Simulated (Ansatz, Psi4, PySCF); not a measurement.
HF (SMILES F) and H4OSi (SMILES O[SiH3]) are pulled apart as rigid monomers along the line of their centres of mass, from the B3LYP-D3(BJ)/def2-TZVP minimum. Starting geometry (charge 0, multiplicity 1):
```xyz
8

F      1.01146    -1.02786     0.18954
H      0.84095    -0.83434     1.09638
O      0.50999    -0.47297     2.71546
Si    -0.69318     0.55012     3.26297
H      1.06277    -0.93008     3.35511
H     -1.66406    -0.19798     4.09225
H     -1.32965     1.07431     2.04330
H     -0.10703     1.64231     4.07138
```

Interaction energies with rigid monomers; basis-set methods are counterpoise corrected unless marked otherwise.

Frozen-core correlation. Rows in 6-31G* carry no dispersion term and start afresh at each structure (6-31G* with six Cartesian d functions).

Codes used: Ansatz (Gaussian orbitals); Psi4 for SAPT; PySCF for 6-31G* rows, the dispersion terms. Each number belongs to the level named beside it.

```json
[
 {"H2···O3 (Å)": "1.53", "BP86/6-31G* (no counterpoise) (kcal/mol)": "-7.56", "B3LYP/6-31G* (kcal/mol)": "-6.19", "B3LYP-D3(BJ)/def2-TZVPPD (kcal/mol)": "-8.19", "wB97M-V/def2-TZVPPD (kcal/mol)": "-7.40", "SAPT0/jun-cc-pV(D+d)Z (kcal/mol)": "(withheld)"},
 {"H2···O3 (Å)": "1.69", "BP86/6-31G* (no counterpoise) (kcal/mol)": "-8.93", "B3LYP/6-31G* (kcal/mol)": "-8.06", "B3LYP-D3(BJ)/def2-TZVPPD (kcal/mol)": "-9.09", "wB97M-V/def2-TZVPPD (kcal/mol)": "-8.47", "SAPT0/jun-cc-pV(D+d)Z (kcal/mol)": "-9.86"},
 {"H2···O3 (Å)": "1.94", "BP86/6-31G* (no counterpoise) (kcal/mol)": "-8.15", "B3LYP/6-31G* (kcal/mol)": "(withheld)", "B3LYP-D3(BJ)/def2-TZVPPD (kcal/mol)": "-8.12", "wB97M-V/def2-TZVPPD (kcal/mol)": "-7.67", "SAPT0/jun-cc-pV(D+d)Z (kcal/mol)": "-8.83"},
 {"H2···O3 (Å)": "2.35", "BP86/6-31G* (no counterpoise) (kcal/mol)": "-5.38", "B3LYP/6-31G* (kcal/mol)": "-5.25", "B3LYP-D3(BJ)/def2-TZVPPD (kcal/mol)": "-5.34", "wB97M-V/def2-TZVPPD (kcal/mol)": "-5.08", "SAPT0/jun-cc-pV(D+d)Z (kcal/mol)": "-6.07"},
 {"H2···O3 (Å)": "3.02", "BP86/6-31G* (no counterpoise) (kcal/mol)": "-2.50", "B3LYP/6-31G* (kcal/mol)": "-2.40", "B3LYP-D3(BJ)/def2-TZVPPD (kcal/mol)": "-2.49", "wB97M-V/def2-TZVPPD (kcal/mol)": "-2.41", "SAPT0/jun-cc-pV(D+d)Z (kcal/mol)": "-3.02"}
]
```

Problem. What belongs in the gaps?

Solution. 
- 1.53, SAPT0/jun-cc-pV(D+d)Z (kcal/mol): -9.21
- 1.94, B3LYP/6-31G* (kcal/mol): -7.76

Ansatz is a first-principles code.
